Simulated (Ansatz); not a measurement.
`[Cl][Zr]([I])([I])[I]`. Total charge 0; spin multiplicity 1. Zr, I takes the def2 core potential.

List the harmonic frequencies (cm⁻¹, unscaled) at PBE0-D4/def2-TZVP in Ansatz. (Best estimate.)

Computed: 47, 47, 61, 79, 79, 189, 265, 265, 419.

Is this a minimum?

Yes, all 9 modes are real.

Give the ideal-gas thermochemistry at 298.15 K and 1 bar (rigid rotor, harmonic oscillator; point group C3v, symmetry number 3).

Zero-point energy 8.7 kJ/mol; H(298) − E = 33.9 kJ/mol; entropy 438.8 J/(mol·K), of which translation 186.5, rotation 133.0, vibration 119.3; G(298) − E = -96.9 kJ/mol. Modes under 100 cm⁻¹ are hindered rotations or soft bends, so the harmonic entropy is rough.
